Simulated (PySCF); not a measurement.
Job for PySCF: R-B3LYP/3-21G on CH6GaN (SMILES [CH3][GaH][NH2]), a point of a torsion scan.

```python
from pyscf import gto, scf, dft, mp
from pyscf.data.elements import chemcore

mol = gto.M(
    atom='''
    C    -1.54097409    0.14964802   -0.22957621
    Ga    0.24940919   -0.33644496    0.57377032
    N     1.79435493    0.05875439   -0.34187323
    H    -2.36486138   -0.41479464    0.21225101
    H    -1.75799828    1.21406952   -0.10806615
    H    -1.50726885   -0.05943790   -1.30191034
    H     0.42636711   -1.21607358    1.86730805
    H     2.03779384    1.01124728   -0.59311049
    H     2.66269743   -0.39989815   -0.07823216
    ''',
    basis='3-21g',
    charge=0, spin=0, verbose=3, max_memory=1800)
mf = dft.RKS(mol, xc='b3lyp')
mf.conv_tol = 1e-8
mf.max_cycle = 100
mf.kernel()
if not mf.converged:
    mf = mf.newton().run(mf.mo_coeff, mf.mo_occ)
```

Question: Give the final energy of this run.

Answer: -2011.4216 hartree.
